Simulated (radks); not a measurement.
Results of a calculation; reference values are marked as such.
Problem. Species: W+. Configuration: [Xe] 4f14 6s2 5d(up 2.75, down 0.25) (fractional occupations, a model configuration). Level of theory: scalar-relativistic Kohn-Sham, PBE, spin-polarised, spherical densities, finite nucleus; Fermi nuclear charge, rms radius 5.3658 fm (a radial shooting solver on a logarithmic mesh with Libxc functionals). Some entries of the table are withheld. Estimate them.

orbital,occ.,eigenvalue (eV),r(max) (bohr)
1s down,1,-69480.20,0.01146
1s up,1,-69480.19,0.01146
2s up,1,-12001.36,0.06568
2s down,1,-12001.24,0.06568
2p up,3,-10499.52,0.05388
2p down,3,-10499.43,0.05388
3s up,1,-2771.824,0.1853
3s down,1,-2771.795,0.1853
3p up,3,-2326.860,0.1834
3p down,3,-2326.826,0.1834
3d up,5,-1814.400,0.1494
3d down,5,-1814.326,0.1494
4s up,1,-579.8840,0.4206
4s down,1,-579.7859,0.4207
4p up,3,-433.8813,0.4412
4p down,3,-433.7909,0.4412
4d up,5,-248.6402,0.4522
4d down,5,-248.5315,0.4522
5s up,1,-89.6335,0.9634
5s down,1,-88.5484,0.9606
5p up,3,-53.8011,1.092
5p down,3,-52.3641,1.087
4f up,7,-43.4717,(1)
4f down,7,-43.2234,(2)
5d up,2.75,-14.2009,(3)
6s up,1,-13.5711,2.498
5d down,0.25,-12.5313,(4)
6s down,1,-12.5177,2.551

Solution. 
(1) 4f up r(max) (bohr): 0.4288
(2) 4f down r(max) (bohr): 0.4287
(3) 5d up r(max) (bohr): 1.464
(4) 5d down r(max) (bohr): 1.457
